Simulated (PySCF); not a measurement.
## Identify the compound

The spectra below were simulated for a compound C7H14Si2.

1H NMR (300 MHz, computed): δ 5.38 (t, 1H), 4.55 (m, 2H), 3.86 (t, 3H), 2.64 (m, 2H), 2.35 (m, 1H), 1.99 (q, 2H), 1.79 (m, 1H), 1.69 (m, 2H).

13C{1H} NMR (computed): δ 182.8 (C), 109.6 (CH), 41.6 (CH), 36.4 (CH2, 2C), 30.2 (CH2), 16.1 (CH).

PySCF 2.14 calculation with GFN2-xTB geometry and PBE0/pcSseg-1 with gauge-including orbitals; non-relativistic, rapidly exchanging positions averaged, a single conformation, no solvent model.

δ = σ(ref) − σ, references computed at the same level: 1H and 13C vs TMS.

Which candidate is it?
A. CCCC1=C[SiH2]C=C[SiH2]1
B. [SiH3]CC1=C(C2CC2)[SiH2]C1
C. [SiH3]CC1=C[SiH2][C@H]2C[C@@H]1C2
D. C=C[SiH2][C@@H](C)C1=C[SiH2]C1

Results:

C. 

- The formula gives 3 degrees of unsaturation (2 rings in the answer).
- 6 carbon signals for 7 carbons: some carbons are equivalent by symmetry or fast rotation.
- Carbon types of the structure: 1 × C, 3 × CH, 3 × CH2, leaving 5 H on heteroatoms.
- δC 182.8: fully substituted alkene carbon.
- δC 109.6: alkene CH; the olefinic region.
- δH 5.38: hydrogen on an alkene CH; a vinylic proton, deshielded by the sp2 carbon and the C=C anisotropy.
- δH 2.35: hydrogen on an allylic sp3 CH; allylic position.
- δH 1.99: hydrogen on an allylic sp3 CH2 bonded to Si; allylic position.

The others: CCCC1=C[SiH2]C=C[SiH2]1 would give 7 carbon signals, not 6; [SiH3]CC1=C(C2CC2)[SiH2]C1 would give 7 signals for carbon-bound and other non-exchanging H, not 8; C=C[SiH2][C@@H](C)C1=C[SiH2]C1 would give 7 carbon signals, not 6.

Shifts are as computed. Against solution values, carbons near 30 ppm lie about +3 ppm off and those near 130 ppm about +5 ppm. Of 1211 compounds with measured shifts, 218 miss one by over three times the rms of a fit or turn the order of signals round; such compounds aren't used in these exercises. Multiplicities follow the n + 1 count of equivalent neighbours, as no J values were calculated; m marks all less simple cases, F and P coupling included.
